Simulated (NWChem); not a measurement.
Species: CH6O3Si; SMILES C(O)[SiH](O)O

```xyz
11

O      0.2485    -1.8068     0.7063
C     -0.7946    -1.1345     0.0194
Si    -0.0612     0.5475    -0.4430
O      1.5805     0.3225    -0.4357
O     -0.5985     1.6161     0.7122
H     -0.0620    -2.6713     0.9927
H     -1.6928    -0.9950     0.6506
H     -1.1132    -1.6808    -0.8908
H     -0.4481     1.0378    -1.7949
H      1.7872    -0.4654     0.0896
H     -0.2815     2.5216     0.6453
```
Atoms are numbered in this order, from 1.

Computed with NWChem. Pople sets run with spherical d functions. All runs use the structure optimised with PBE0/def2-SVP. Atomic charges in e: unrestrained fits to the electrostatic potential beside Mulliken populations; buried atoms are poorly determined by the fit.

Q: What does the run give for Hartree-Fock/6-31G*? Quantities: ESP O1; Mulliken O1; ESP C2; Mulliken C2; ESP Si3; Mulliken Si3; ESP O4; Mulliken O4; ESP O5; Mulliken O5; relative RMS misfit of the potential (%).

A: 
| Property | Result |
|---|---|
| ESP O1 | -0.68 |
| Mulliken O1 | -0.80 |
| ESP C2 | 0.13 |
| Mulliken C2 | -0.28 |
| ESP Si3 | 1.09 |
| Mulliken Si3 | 1.29 |
| ESP O4 | -0.77 |
| Mulliken O4 | -0.91 |
| ESP O5 | -0.85 |
| Mulliken O5 | -0.89 |
| relative RMS misfit of the potential (%) | 22 |
